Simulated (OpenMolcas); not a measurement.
## 4d2 along the 38-electron sequence

```yaml
Program: OpenMolcas 26.06
Method: CASSCF
Basis: ANO-RCC-VTZP
Scalar_Hamiltonian: DKH2, point nucleus
Spin-orbit_coupling: state interaction with AMFI integrals over the reference wave functions, term energies averaged over their components
```

Active space for each ion: 2 electrons in 5 orbitals (4d).

Computed levels in cm-1 above 3F2:

```tsv
Level	Zr2+	Nb3+	Mo4+	Tc5+	Ru6+	Rh7+
3F3	667	1059	1488	2038	2672	3451
3F4	1484	2321	3228	4362	5649	7194
1D2	9199	10936	12756	14363	16087	17804
3P0	10263	12025	13829	15389	17016	18578
3P1	10515	12440	14428	16238	18164	20112
3P2	11138	13491	15972	18417	21088	23945
1G4	13973	16592	19348	21815	24473	27143
1S0	33583	39431	45602	50775	56297	61558
weight of 3F in the lowest level (%)	100	99	99	98	98	97
```

Mixed levels, with the weight of the term that names them: Tc5+ 1D2 (75 %), Ru6+ 1D2 (71 %), Ru6+ 3P2 (73 %), Rh7+ 1D2 (68 %), Rh7+ 3P2 (70 %).

Measured, with the error of the calculation in %. Measured levels: Zr2+ from Moore, Atomic Energy Levels, vol. II, NSRDS-NBS 35 (1971 reprint of NBS Circular 467, 1952); NIST levels as listed in Rynkun, Gaigalas and Jonsson, Astron. Astrophys. 637, A10 (2020); Mo4+ from Sugar and Musgrove, J. Phys. Chem. Ref. Data 17, 155 (1988).

```
Level           Zr2+           Mo4+
  3F3     681 (-2.0)    1578 (-5.7)
  3F4    1486 (-0.2)    3357 (-3.9)
  1D2   5742 (+60.2)  10190 (+25.2)
  3P0   8062 (+27.3)  11161 (+23.9)
  3P1   8326 (+26.3)  11807 (+22.2)
  3P2   8838 (+26.0)  13408 (+19.1)
  1G4  11049 (+26.5)  16354 (+18.3)
  1S0  23979 (+40.1)  37738 (+20.8)
```

The fine-structure level 3F4 changes by a factor of 4.85 from Zr2+ to Rh7+. Its fourth root runs 6.21, 6.94, 7.54, 8.13, 8.67, 9.21, with steps per unit of Z of 0.73, 0.60, 0.59, 0.54, 0.54; equal steps would mean a (Z - σ)^4 law with constant σ.

1D2 changes by a factor of 1.94 over the same range, with steps per unit of Z of +1740, +1820, +1610, +1720, +1720 cm-1.

Without dynamic correlation excited terms often stand tens of per cent too high (terms of higher spin than the ground term too low), and those without a measured partner can miss by more than the paired ones. Terms from blocks run as CI alone lack orbitals of their own. Levels of configurations with an s electron are missing; early in the row they begin among the upper levels of the d shell and mix with terms of their name (holds for Zr2+). Some levels mix across a computed gap that differs much from the measured one, so their mixing is not that of the real levels (holds for Zr2+). Computed and measured levels are paired by configuration, term and J; levels that our copy of the source lacks, or whose pairing is in doubt (as where it misses far off the trend of its configuration), stay unpaired and out of the deviations. Only configurations of the active space appear.
